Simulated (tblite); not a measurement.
C5H8NO (doublet state).
SMILES with atom numbers: `[CH3:1][C:2](=[O:3])[NH:4][C:5]1[CH2:6][CH2:7]1` (hydrogens: H8, H9, H10 on C1; H11 on N4; H12, H13 on C6; H14, H15 on C7)

Geometry (GFN2-xTB, Å), atoms numbered from 1 in this order:
```
atom  x, y, z in Å
C1     2.6415   -0.1903   -0.3744
C2     1.2110   -0.6576   -0.2162
O3     0.8834   -1.7424    0.2153
N4     0.2960    0.2912   -0.6169
C5    -1.0484    0.0923   -0.7120
C6    -2.0177   -0.5199    0.1974
C7    -2.1822    0.9186   -0.2782
H8     3.3111   -0.9893   -0.0706
H9     2.8253    0.6842    0.2476
H10    2.8427    0.0695   -1.4124
H11    0.6539    1.1706   -0.9708
H12   -2.7014   -1.2578   -0.1965
H13   -1.7281   -0.7143    1.2228
H14   -2.9744    1.1229   -0.9851
H15   -2.0172    1.7303    0.4225
```

Method: GFN2-xTB as coded in tblite; computed harmonic values from a numerical Hessian at the method's own geometry, unscaled. Against measured fundamentals such values can be off by several per cent, at times by over 20. One conformer, not necessarily the lowest. Open shells enter through the occupations alone, without spin polarisation, and single modes of such species can be off by tens of per cent.

Harmonic wavenumbers (cm⁻¹): 74.4, 101.0, 108.8, 143.8, 295.7, 352.6, 395.7, 532.2, 596.1, 623.2, 776.0, 816.9, 877.2, 941.5, 985.5, 996.8, 1015.3, 1036.5, 1053.4, 1070.3, 1110.5, 1146.4, 1183.5, 1352.2, 1373.3, 1424.3, 1433.4, 1459.7, 1471.7, 1550.3, 1723.5, 3009.3, 3013.9, 3018.4, 3036.3, 3063.3, 3069.8, 3073.7, 3373.8.

A = 6813, B = 1653, C = 1387 MHz; mass 98.061 u (most abundant isotopes); point group C1, symmetry number 1; spin multiplicity 2.

Problem. What is the zero-point energy?

Solution. Half the sum of the wavenumbers: 26340 cm⁻¹ = 75.31 kcal/mol.

Problem. What is S at 298.15 K and 1 bar for an ideal gas of classical rigid rotors and harmonic oscillators?

Solution. Translation 39.69, rotation 27.42, vibration 20.01, spin (R ln 2) 1.38: S = 88.5 cal/(mol K).

Problem. And Cp and H(298.15 K) − H(0)?

Solution. Cp = 29.47 cal/(mol K), of which vibrations give 21.52 (their classical limit is 39 R = 77.5); H(298.15 K) − H(0) = 5.55 kcal/mol without the zero-point energy, 3.18 from vibrations.

Problem. How do the functions run with temperature in this model?

Solution. 
```
T (K)  S (cal/(mol K))  Cp (cal/(mol K))  H − H(0) (kcal/mol)  G − H(0) (kcal/mol)  ln q(vib)
  150             72.5              18.7                 2.02                -8.86       2.01
  250             83.6              25.7                 4.23               -16.69       3.83
  400             98.3              37.3                 8.96               -30.35       6.54
  600            115.9              49.6                17.74               -51.80      10.18
  900            138.4              61.2                34.51               -90.05      15.47
```

q(vib) and H(0) count from the zero-point level.

Problem. What must be added to the electronic energy to get the Gibbs energy at 298.15 K and 1 bar?

Solution. ZPE + [H(298.15 K) − H(0)] − T·S = 75.31 + 5.55 − 26.38 = 54.48 kcal/mol.

Problem. Blend soft modes into free rotors: weight 1/[1 + (100 cm⁻¹/ν̃)⁴] for the oscillator and the rest for a rotor with moment μB/(μ + B), μ = h/(8π²ν), B = 10⁻⁴⁴ kg m². What vibrational entropy results?

Solution. 18.79 cal/(mol K) in place of 20.01, which changes −T·S at 298.15 K by +0.36 kcal/mol.

Problem. Which modes carry the vibrational entropy at 298.15 K?

Solution. 74.4 cm⁻¹: 4.03; 101.0 cm⁻¹: 3.43; 108.8 cm⁻¹: 3.29; 143.8 cm⁻¹: 2.75; 295.7 cm⁻¹: 1.44; 352.6 cm⁻¹: 1.15 cal/(mol K); the other 33 give 3.90 together.

Hindered rotation and anharmonicity are outside this model. Other conformers, if any are populated, would add a mixing term that is left out. The structure is chiral; the term R ln 2 for an equal mix with its mirror image is left out.
